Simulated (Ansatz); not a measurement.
Breaking the Si1–I3 bond in FISi (SMILES F[Si]I) (multiplicity 1 held, fragments rigid). Energies count from the point at 2.513 Å.
Geometry at that point (charge 0, multiplicity 1):
```xyz
3

Si     0.72542     1.01949     1.18894
F      1.16093     2.16372     0.14351
I     -0.38876    -0.63672    -0.33843
```

R- and RO- levels are restricted; in cc, def2 and unpolarised 6-31G sets they are followed outwards from rest. Active spaces are followed from a long bond inwards. Curves can end on different states.

Cores are frozen in the correlated methods. Filled d and f shells under p-block atoms count as core.

Programs: Ansatz (a first-principles code). Each number belongs to the level named beside it. In def2 rows elements past Kr take small-core potentials, without spin–orbit coupling.

Energies in kcal/mol.

| R (Å) | R-SCS-MP2/def2-SVP | R-CCSDT/def2-SVP | CASSCF(6,4)/def2-SVP | FIC-NEVPT4(SD) on CASSCF(6,4)/def2-SVP | FIC-MRCISD on CASSCF(6,4)/def2-SVP | FIC-MRCISD+Q on CASSCF(6,4)/def2-SVP |
|---|---|---|---|---|---|---|
| 2.011 | 56.8 | 57.2 | 57.0 | 56.5 | 56.0 | 56.5 |
| 2.262 | 9.3 | 9.5 | 9.4 | 9.1 | 8.9 | 9.2 |
| 2.513 | 0.0 | 0.0 | 0.0 | 0.0 | 0.0 | 0.0 |
| 2.765 | 5.5 | 5.3 | 9.1 | 4.2 | 6.0 | 4.1 |
| 3.016 | 16.0 | 15.5 | 18.1 | 14.3 | 16.0 | 14.3 |
| 3.393 | 33.2 | 32.0 | 33.1 | 30.8 | 32.2 | 30.7 |
| 3.770 | 48.9 | 46.6 | 46.5 | 45.2 | 46.2 | 45.0 |
| 4.398 | 69.5 | 63.0 | 60.5 | 61.0 | 61.5 | 60.5 |
| 5.027 | 82.9 | 69.3 | 65.2 | 66.8 | 67.0 | 66.1 |
| 5.781 | 90.5 | 70.8 | 66.4 | 68.5 | 68.4 | 67.6 |
| 6.786 | 90.3 | 70.9 | 66.6 | 68.5 | 68.4 | 67.6 |
| 8.043 | 82.3 | 70.9 | 66.6 | 68.6 | 68.5 | 67.6 |

Doubts at one or more of the structures used: a restricted determinant that unrestricted orbitals would lower (R-SCS-MP2/def2-SVP, R-CCSDT/def2-SVP); other coupled-cluster roots lie near (R-CCSDT/def2-SVP); T1 above 0.05 (R-CCSDT/def2-SVP); active orbitals that take no part (CASSCF(6,4)/def2-SVP, FIC-NEVPT4(SD) on CASSCF(6,4)/def2-SVP, FIC-MRCISD on CASSCF(6,4)/def2-SVP, FIC-MRCISD+Q on CASSCF(6,4)/def2-SVP).
